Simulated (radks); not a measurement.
Results of a calculation; reference values are marked as such.
Ionisation of Bi+, [Hg] 6p2, to Bi2+, [Hg] 6p1, under several functionals. Scalar-relativistic Kohn-Sham, spin-polarised, spherical densities, finite nucleus; open shells are filled with parallel spins first (spin-orbit coupling, left out, can overturn this in heavy ions); a radial shooting solver on a logarithmic mesh with Libxc functionals.

| functional | E(Bi+) (hartree) | Exc (hartree) | IE (eV) | -e(HOMO) (eV) | <r> HOMO (bohr) | IE error (eV) |
|---|---|---|---|---|---|---|
| BLYP | -21525.0844 | -395.3203 | 15.606 | 11.813 | 2.789 | -1.097 |
| exchange-only r2SCAN | -21521.4632 | -389.7862 | 15.196 | 11.652 | 2.805 | -1.507 |
| B86b exchange with PBE correlation | -21525.4710 | -395.7319 | 15.783 | 12.054 | 2.781 | -0.920 |
| MS2 meta-GGA | -21523.4889 | -392.9272 | 15.781 | 12.105 | 2.775 | -0.922 |
| HCTH/407 | -21535.9988 | -406.7182 | 15.870 | 12.163 | 2.737 | -0.833 |
| PW91 | -21525.9387 | -396.2009 | 15.838 | 12.101 | 2.780 | -0.865 |
| TASK exchange with Perdew-Wang LDA correlation | -21524.3836 | -391.9252 | 16.058 | 12.499 | 2.718 | -0.645 |
| PBEsol | -21518.3121 | -388.5934 | 15.822 | 12.086 | 2.772 | -0.881 |
| r2SCAN | -21526.5484 | -394.9357 | 15.995 | 12.354 | 2.761 | -0.708 |
| exchange-only PBE | -21518.9670 | -389.1687 | 15.057 | 11.365 | 2.839 | -1.646 |
| Wu-Cohen GGA | -21522.6452 | -392.9068 | 15.834 | 12.091 | 2.772 | -0.869 |

NIST Atomic Spectra Database: 16.703 eV (measured). Closest: TASK exchange with Perdew-Wang LDA correlation. The Delta-SCF values span 1.00 eV, the total energies 17.69 hartree. The highest occupied level is 6p. Open shells are spherical and high-spin; term and fine-structure splittings are not resolved. Spin-orbit splitting is averaged out at the scalar-relativistic level.
